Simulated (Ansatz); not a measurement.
Consider the ligand exchange at the Si–O bond: `O[SiH2]O[SiH2]S` + `[SiH3]S` → `[SiH3]S[SiH2]S` + `O[SiH2]O`.

Computed with Ansatz on PBE0-D4/def2-TZVP structures; ΔE is electronic, products minus reactants. CCSD(T)/CBS adds triple-zeta CCSD(T) − MP2 to the extrapolated MP2 energy (def2 sets, frozen cores). Functionals use def2-TZVPP. B3LYP here is the variant with VWN-RPA as its local correlation; programs differ in this. Each species was taken in one conformer, which may not be the lowest.

```tsv
level	ΔE (kcal/mol)	difference from CCSD(T)/CBS
PBE-D4	8.7	-3.3
r2SCAN-D4	11.7	-0.3
B3LYP-D4	13.1	1.1
ωB97X-V	12.7	0.7
ωB97M-V	12.3	0.3
B2PLYP	13.5	1.5
PBE	9.2	-2.8
PBE0	10.2	-1.8
B3LYP	13.9	1.9
CCSD(T)/def2-TZVPP	12.9	0.9
HF/def2-QZVPP	18.3	6.3
MP2/def2-QZVPP	11.2	-0.8
SCS-MP2/def2-QZVPP	12.9	0.9
HF/CBS(def2)	18.3	6.3
MP2/CBS(def2)	10.7	-1.3
CCSD/CBS(def2)	13.0	1.0
CCSD(T)/CBS	12.0	0
```

Largest T1 diagnostic among the species: 0.012.

The D4 term adds −0.8 kcal/mol with B3LYP and −0.4 kcal/mol with PBE0; it sums over pairs of atoms, weighted by their polarisabilities, and B3LYP, whose exchange is more repulsive, gets the larger term. From PBE to PBE0 (25 % exact exchange), in def2-TZVPP and without D4, ΔE moves by +1.0 kcal/mol.
